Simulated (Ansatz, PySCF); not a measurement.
Gas-phase reaction (SMILES): CC(C)[Si](O)(O)O [trihydroxy(propan-2-yl)silane] + N (NH3) → N[Si](O)(O)O + CCC [propane]; ammonia cleaves one Si-C bond, a model of a ligand-exchange step.

Structures are relaxed separately at B3LYP-D3(BJ)/def2-TZVP in Ansatz (a program for electronic structure), one conformer each, not searched for the lowest. Valence correlation only, unless marked. No spin-orbit coupling. Non-relativistic. CBS marks a two-point X^-3 extrapolation of the correlation energy; Hartree-Fock from the larger set. [CCSD(T)-MP2]/basis is that difference in the basis named. Thermal terms are rigid-rotor harmonic-oscillator values from B3LYP-D3(BJ) frequencies (Ansatz or PySCF) at 298.15 K and 1 atm. 1 Eh = 627.5095 kcal/mol.

```
species           E, RI-MP2/CBS(cc-pV(T+d)Z,cc-pV(Q+d)Z)+[CCSD(T)-MP2]/cc-pV(T+d)Z (Ansatz) (Eh)  E, r2SCAN-D4/def2-TZVPD (Ansatz + dftd4) (Eh)  H - E (Eh)
----------------  ------------------------------------------------------------------------------  ---------------------------------------------  ----------
CC(C)[Si](O)(O)O                                                                      -634.95658                                     -635.63296     0.14814
N (NH3)                                                                                -56.50668                                      -56.54744     0.03799
N[Si](O)(O)O                                                                          -572.51372                                     -573.10801     0.07786
CCC                                                                                   -118.97835                                     -119.10126     0.10859
```

Problem. Work out ΔE and ΔH at 298.15 K at the first level, then ΔH at the second.

Solution. 
1. ΔE = [(-572.51372) + (-118.97835)] - [(-634.95658) + (-56.50668)] = -0.02881 Eh = -18.1 kcal/mol at RI-MP2/CBS(cc-pV(T+d)Z,cc-pV(Q+d)Z)+[CCSD(T)-MP2]/cc-pV(T+d)Z.
2. The terms H - E add up to 0.00032 Eh, so ΔH = (-0.02881 + (0.00032))×627.5095 = -17.9 kcal/mol.
3. At r2SCAN-D4/def2-TZVPD the same steps give ΔE = -18.1 and ΔH = -17.9 kcal/mol, a shift of +0.0 from the first level.
4. These values are not checked against measurement here, since the tables used lack a sound gas-phase enthalpy of formation for at least one species.
